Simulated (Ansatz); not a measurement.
`C[NH][Ga]([SH])[Cl]`, 10 atoms. Charge 0, multiplicity 1. Correlated methods include outer-core shells of Ga, which these sets cover unevenly. Scalar relativity is left out up to krypton. All runs use 4 threads of an Intel Xeon on a shared host. Correlated methods freeze the cores.

Task: Give the basis size and wall time and peak host memory of each of these runs in Ansatz. RKS PBE0-D4/def2-QZVPP energy; RKS PBE0-D4/def2-TZVP frequencies; direct RPA on PBE orbitals/def2-TZVPP energy; RKS CAM-B3LYP-D4/def2-TZVPP energy; RKS PBE0-D4/def2-TZVP relaxation (7 steps); RKS ωB97M-V/def2-SVP energy; RKS HSE06 (plane-wave form)-D4/def2-TZVPP energy; RKS ωB97X-V/def2-TZVPP energy; RHF-MP2/def2-QZVPP energy; RKS PBE0-D4/def2-SVP energy; RKS ωB97M-V/def2-QZVPP energy; RKS PBE0-D4/def2-TZVPP energy. (Best estimate.)

Result: Computed: Other jobs shared the machine, so times are rough.

| level | job | functions | wall time | peak host memory (GiB) |
| --- | --- | --- | --- | --- |
| RKS PBE0-D4/def2-SVP | energy | 121 | 3.1 s | 0.3 |
| RKS ωB97M-V/def2-SVP | energy | 121 | 9.6 s | 0.44 |
| direct RPA on PBE orbitals/def2-TZVPP | energy | 264 | 11 s | 0.71 |
| RKS CAM-B3LYP-D4/def2-TZVPP | energy | 264 | 14 s | 1 |
| RKS PBE0-D4/def2-TZVPP | energy | 264 | 14 s | 0.91 |
| RKS HSE06 (plane-wave form)-D4/def2-TZVPP | energy | 264 | 18 s | 0.95 |
| RKS ωB97X-V/def2-TZVPP | energy | 264 | 22 s | 1.1 |
| RKS PBE0-D4/def2-QZVPP | energy | 493 | 27 s | 2.4 |
| RKS ωB97M-V/def2-QZVPP | energy | 493 | 47 s | 2.8 |
| RHF-MP2/def2-QZVPP | energy | 493 | 65 s | 3.2 |
| RKS PBE0-D4/def2-TZVP | relaxation (7 steps) | 214 | 2.3 min | 0.74 |
| RKS PBE0-D4/def2-TZVP | frequencies | 214 | 6.8 min | 0.74 |
